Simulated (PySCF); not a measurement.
# Radial density of Re⁵³⁺ (rhenium, charge +53)

BLYP, [Ar] 3d4, high-spin 5D determinant. Computed with PySCF 2.14 in an even-tempered Gaussian basis (17 s from 13 bohr⁻², ratio 2.5; 13 p from 17 bohr⁻², ratio 2.5; 7 d from 17 bohr⁻², ratio 2.5; 4 f from 63 bohr⁻², ratio 2.7; 3 g from 94 bohr⁻², ratio 2.7), with scalar relativity by spin-free X2C-1e.

```csv
r (bohr),4πr²ρ (e/bohr),4πr²(ρα − ρβ)
0.0149,100.8,0.0096
0.0251,90.12,0.1761
0.0422,121.9,1.6975
0.0710,111.6,9.7051
0.119,71.51,24.8276
0.201,66.37,17.2399
0.338,5.947,1.3643
0.568,0.02135,0.0059
```

Densities and radii are taken from the X2C orbitals without a picture-change correction, which distorts them close to the nucleus.

Spin-orbit coupling is strong in this species (close to jj coupling), so the high-spin LS determinant is a model state, not a physical level.
